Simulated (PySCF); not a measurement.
**LiTl and its ions**

RHF-CCSD(T); Li def2-SVP, Tl def2-SVP with ECP60; scalar-relativistic core potentials (PySCF 2.14). Neutral (RHF): singlet (closed shell), Re = 3.053 Å, ωe = 246 cm⁻¹, De = 0.83 eV.

LiTl⁺ (UHF): doublet (σ ↑), Re = 3.317 Å, ωe = 175 cm⁻¹. The energies at the minima are -179.03910 hartree for LiTl and -178.86040 for LiTl⁺.

Question: Work out the adiabatic ionisation energy, without and with harmonic zero-point energies (1 hartree = 27.2114 eV, 1 eV = 8065.5 cm⁻¹), and the change of the bond length.

Answer: At CCSD(T): 0.17870 hartree = 4.863 eV between the minima; the zero-point term (175.0 − 246.0)/2 cm⁻¹ = -0.004 eV makes it 4.858 eV. Re changes by +26.4 pm against the neutral. The electron leaves a σ orbital, and the longer bond of the ion fits a bonding orbital, or a change in how ionic the bond is.

Correlated steps freeze 4 core orbitals. Correlated levels converge slowly with the basis: in double zeta they bind strong bonds too weakly, by up to about 1 eV, and carry superposition errors of some tenths. These are scalar-relativistic numbers at best; spin–orbit coupling would shift them, the dissociation energy most. Where the molecule has an RHF reference, its open-shell atoms are computed with UHF. States were picked by a PBE0 search and need not be the measured ground states.

Neutral and ion stand on different kinds of reference determinant, which adds to the error of the difference.
